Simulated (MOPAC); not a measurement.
MOPAC input (PM3):

```
PM3 1SCF UHF MS=0.5 GEO-OK AUX(PRECISION=9) THREADS=1
C2H7O2Si

C     1.63405200 1   -0.78101500 1   -0.41883300 1
Si    0.03078500 1    0.00595900 1    0.01492700 1
C    -1.42168800 1   -0.68290800 1   -0.92196300 1
O    -0.10613300 1   -0.24258500 1    1.64486000 1
O     0.02258700 1    1.61902600 1   -0.36069100 1
H     2.23291600 1   -1.32681100 1    0.30129600 1
H     2.04570400 1   -0.75088100 1   -1.42196500 1
H    -1.55596700 1   -1.74499400 1   -0.71056500 1
H    -1.28047300 1   -0.56364500 1   -1.99798400 1
H    -2.34174500 1   -0.15949200 1   -0.65004900 1
H    -0.89569600 1    0.08801600 1    2.08029600 1
H     0.75845400 1    2.14639400 1   -0.03858200 1
```

Output:

```
 *******************************************************************************
 **                                                                           **
 **                              MOPAC v23.2.5                                **
 **                                                                           **
 *******************************************************************************
 ** MOPAC's Digital Object Identifier: https://doi.org/10.5281/zenodo.6511958 **
 **                                                                           **
 ** Please cite the open-source release paper for use of this MOPAC version:  **
 ** J. E. Moussa and J. J. P. Stewart (2026)                                  **
 ** MOPAC: An open-source semiempirical molecular orbital program             **
 ** J. Open Source Softw., 11(119), 8025, https://doi.org/10.21105/joss.08025 **
 *******************************************************************************

                              PM3 CALCULATION RESULTS

 *******************************************************************************
 *  PM3        - The PM3 Hamiltonian to be used
 *  GEO-OK     - OVERRIDE INTERATOMIC DISTANCE AND OTHER SAFETY CHECKS
 *  UHF        - UNRESTRICTED HARTREE-FOCK CALCULATION
 *  MS=        - IN MECI, MAGNETIC COMPONENT OF SPIN =  0.5
 *  1SCF       - DO 1 SCF AND THEN STOP
 *  AUX        - OUTPUT AUXILIARY INFORMATION
 *******************************************************************************
PM3 1SCF UHF MS=0.5 GEO-OK AUX(PRECISION=9) THREADS=1
 C2H7O2Si

   ATOM   CHEMICAL          X               Y               Z
  NUMBER   SYMBOL      (ANGSTROMS)     (ANGSTROMS)     (ANGSTROMS)

     1       C          1.63405200  *  -0.78101500  *  -0.41883300  *
     2      Si          0.03078500  *   0.00595900  *   0.01492700  *
     3       C         -1.42168800  *  -0.68290800  *  -0.92196300  *
     4       O         -0.10613300  *  -0.24258500  *   1.64486000  *
     5       O          0.02258700  *   1.61902600  *  -0.36069100  *
     6       H          2.23291600  *  -1.32681100  *   0.30129600  *
     7       H          2.04570400  *  -0.75088100  *  -1.42196500  *
     8       H         -1.55596700  *  -1.74499400  *  -0.71056500  *
     9       H         -1.28047300  *  -0.56364500  *  -1.99798400  *
    10       H         -2.34174500  *  -0.15949200  *  -0.65004900  *
    11       H         -0.89569600  *   0.08801600  *   2.08029600  *
    12       H          0.75845400  *   2.14639400  *  -0.03858200  *

          CARTESIAN COORDINATES

    NO.       ATOM           X           Y           Z

     1         C          1.6341     -0.7810     -0.4188
     2        Si          0.0308      0.0060      0.0149
     3         C         -1.4217     -0.6829     -0.9220
     4         O         -0.1061     -0.2426      1.6449
     5         O          0.0226      1.6190     -0.3607
     6         H          2.2329     -1.3268      0.3013
     7         H          2.0457     -0.7509     -1.4220
     8         H         -1.5560     -1.7450     -0.7106
     9         H         -1.2805     -0.5636     -1.9980
    10         H         -2.3417     -0.1595     -0.6500
    11         H         -0.8957      0.0880      2.0803
    12         H          0.7585      2.1464     -0.0386

  H: (PM3): J. J. P. STEWART, J. COMP. CHEM. 10, 209 (1989).
  C: (PM3): J. J. P. STEWART, J. COMP. CHEM. 10, 209 (1989).
  O: (PM3): J. J. P. STEWART, J. COMP. CHEM. 10, 209 (1989).
 Si: (PM3): J. J. P. STEWART, J. COMP. CHEM. 10, 209 (1989).

           Empirical Formula: C2 H7 O2 Si  =    12 atoms

      MOLECULAR POINT GROUP   :   C1

          UHF CALCULATION, NO. OF ALPHA ELECTRONS =   16
                           NO. OF BETA  ELECTRONS =   15

 -------------------------------------------------------------------------------
 PM3 1SCF UHF MS=0.5 GEO-OK AUX(PRECISION=9) THREADS=1
 C2H7O2Si

     1SCF WAS SPECIFIED, SO BFGS WAS NOT USED
     SCF FIELD WAS ACHIEVED

                              PM3 CALCULATION
                                                       MOPAC v23.2.5 Linux

          FINAL HEAT OF FORMATION =       -142.43349 KCAL/MOL =    -595.94171 KJ/MOL

          COSMO AREA              =        125.32 SQUARE ANGSTROMS
          COSMO VOLUME            =        114.57 CUBIC ANGSTROMS

          IONIZATION POTENTIAL    =          9.425004 EV
          ALPHA SOMO LUMO (EV)    =         -9.425  1.094
          BETA  SOMO LUMO (EV)    =         -9.997  0.670
          NO. OF ALPHA ELECTRONS  =         16
          NO. OF BETA  ELECTRONS  =         15
          MOLECULAR WEIGHT        =         91.1616         POINT GROUP:  C1

          MOLECULAR DIMENSIONS (Angstroms)

            Atom       Atom       Distance
            H    10    H     6     4.81614
            H     8    H    12     4.36172
            H     7    H    11     4.01173

          SCF CALCULATIONS        =          1

   ATOM   CHEMICAL          X               Y               Z
  NUMBER   SYMBOL      (ANGSTROMS)     (ANGSTROMS)     (ANGSTROMS)

     1       C          1.63405200  *  -0.78101500  *  -0.41883300  *
     2      Si          0.03078500  *   0.00595900  *   0.01492700  *
     3       C         -1.42168800  *  -0.68290800  *  -0.92196300  *
     4       O         -0.10613300  *  -0.24258500  *   1.64486000  *
     5       O          0.02258700  *   1.61902600  *  -0.36069100  *
     6       H          2.23291600  *  -1.32681100  *   0.30129600  *
     7       H          2.04570400  *  -0.75088100  *  -1.42196500  *
     8       H         -1.55596700  *  -1.74499400  *  -0.71056500  *
     9       H         -1.28047300  *  -0.56364500  *  -1.99798400  *
    10       H         -2.34174500  *  -0.15949200  *  -0.65004900  *
    11       H         -0.89569600  *   0.08801600  *   2.08029600  *
    12       H          0.75845400  *   2.14639400  *  -0.03858200  *

                             CARTESIAN COORDINATES

   1    C        1.634052000    -0.781015000    -0.418833000
   2   Si        0.030785000     0.005959000     0.014927000
   3    C       -1.421688000    -0.682908000    -0.921963000
   4    O       -0.106133000    -0.242585000     1.644860000
   5    O        0.022587000     1.619026000    -0.360691000
   6    H        2.232916000    -1.326811000     0.301296000
   7    H        2.045704000    -0.750881000    -1.421965000
   8    H       -1.555967000    -1.744994000    -0.710565000
   9    H       -1.280473000    -0.563645000    -1.997984000
  10    H       -2.341745000    -0.159492000    -0.650049000
  11    H       -0.895696000     0.088016000     2.080296000
  12    H        0.758454000     2.146394000    -0.038582000

           Empirical Formula: C2 H7 O2 Si  =    12 atoms

      MOLECULAR POINT GROUP   :   C1

          ALPHA EIGENVALUES
 -35.53936 -35.24905 -28.82325 -26.78098 -16.73754 -16.45196 -14.28236 -13.81118
 -13.58454 -13.33597 -12.67164 -12.40558 -11.09230 -10.84126 -10.39575  -9.42500
   1.09434   1.73612   1.95205   2.15660   4.51944   4.75531   4.88125   4.90619
   5.08153   5.48144   5.86785

           BETA EIGENVALUES
 -35.53542 -35.25288 -28.72848 -25.25436 -16.71625 -16.43273 -14.16003 -13.74345
 -13.50603 -13.05865 -12.60794 -12.30872 -11.03335 -10.44090  -9.99746   0.67015
   1.61171   1.89787   2.19893   2.72849   4.75506   4.90210   4.93127   5.16166
   5.48049   5.52554   5.87892

              NET ATOMIC CHARGES AND DIPOLE CONTRIBUTIONS

  ATOM NO.   TYPE          CHARGE      No. of ELECS.   s-Pop       p-Pop
    1          C          -0.323044        4.3230     1.26879     3.05425
    2         Si           0.886215        3.1138     0.93533     2.17845
    3          C          -0.274025        4.2740     1.15732     3.11670
    4          O          -0.493760        6.4938     1.75716     4.73660
    5          O          -0.490179        6.4902     1.75888     4.73130
    6          H           0.073289        0.9267     0.92671
    7          H           0.065326        0.9347     0.93467
    8          H           0.052846        0.9472     0.94715
    9          H           0.056058        0.9439     0.94394
   10          H           0.052173        0.9478     0.94783
   11          H           0.197063        0.8029     0.80294
   12          H           0.198039        0.8020     0.80196
 DIPOLE           X         Y         Z       TOTAL
 POINT-CHG.    -0.360    -0.313    -0.414     0.631
 HYBRID         0.184     0.305     0.293     0.462
 SUM           -0.175    -0.008    -0.121     0.213

          ATOMIC ORBITAL ELECTRON POPULATIONS

     Atom    s        px        py        pz
    1  C   1.26879   1.04073   1.00616   1.00737
    2 Si   0.93533   0.82183   0.68510   0.67152
    3  C   1.15732   1.05071   1.02581   1.04019
    4  O   1.75716   1.48753   1.82422   1.42485
    5  O   1.75888   1.53703   1.38290   1.81137
    6  H   0.92671
    7  H   0.93467
    8  H   0.94715
    9  H   0.94394
   10  H   0.94783
   11  H   0.80294
   12  H   0.80196

                    (SZ)    =    0.500000
                    (S**2)  =    0.781089

          ATOMIC ORBITAL SPIN POPULATIONS

    Atom   Total    s     px     py     pz
         Atomic
    1  C  1.2512  0.079  0.311  0.724  0.138
    2 Si -0.1394 -0.031 -0.070 -0.026 -0.012
    3  C  0.0459  0.008  0.021  0.007  0.011
    4  O  0.0045 -0.001  0.001  0.002  0.003
    5  O  0.0151  0.000 -0.002  0.013  0.004
    6  H -0.0794 -0.079
    7  H -0.0798 -0.080
    8  H -0.0035 -0.003
    9  H -0.0027 -0.003
   10  H -0.0050 -0.005
   11  H -0.0054 -0.005
   12  H -0.0015 -0.002

 **********************
 *                    *
 * JOB ENDED NORMALLY *
 *                    *
 **********************

 == MOPAC DONE ==
```

The geometry given is a B3LYP-D3(BJ)/def2-TZVP minimum.
